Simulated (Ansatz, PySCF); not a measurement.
Gas-phase reaction (SMILES): C[O][Al]([O]C)[O]C + O (H2O) -> C[O][Al]([OH])[O]C + CO (CH4O); water cleaves one Al-O bond, a model of a ligand-exchange step.

Structures are relaxed separately at B3LYP-D3(BJ)/def2-TZVP in Ansatz (a quantum-chemistry and plane-wave program), one conformer each, not searched for the lowest. Valence correlation only, unless marked. No spin-orbit coupling. No relativistic terms. CBS(X,Y): correlation extrapolated as X^-3; Hartree-Fock from the larger set. Thermal terms are rigid-rotor harmonic-oscillator values from B3LYP-D3(BJ) frequencies (Ansatz or PySCF) at 298.15 K and 1 atm. 1 Eh = 627.5095 kcal/mol.

```tsv
species	E, CCSD(T)/CBS(cc-pV(T+d)Z,cc-pV(Q+d)Z) (Ansatz) (Eh)	E, PBE/def2-TZVPD (Ansatz) (Eh)	H - E (Eh)
C[O][Al]([O]C)[O]C	-587.21925	-587.57010	0.13855
O (H2O)	-76.37426	-76.38111	0.02495
C[O][Al]([OH])[O]C	-547.98510	-548.32107	0.10837
CO (CH4O)	-115.60979	-115.63215	0.05533
```

Work out ΔE and ΔH at 298.15 K at the first level, then ΔH at the second.


1. ΔE = [(-547.98510) + (-115.60979)] - [(-587.21925) + (-76.37426)] = -0.00138 Eh = -0.9 kcal/mol at CCSD(T)/CBS(cc-pV(T+d)Z,cc-pV(Q+d)Z).
2. The terms H - E add up to 0.00020 Eh, so ΔH = (-0.00138 + (0.00020))×627.5095 = -0.7 kcal/mol.
3. At PBE/def2-TZVPD the same steps give ΔE = -1.3 and ΔH = -1.1 kcal/mol, a shift of -0.4 from the first level.
4. These values are not checked against measurement here, since the tables used lack a sound gas-phase enthalpy of formation for at least one species.
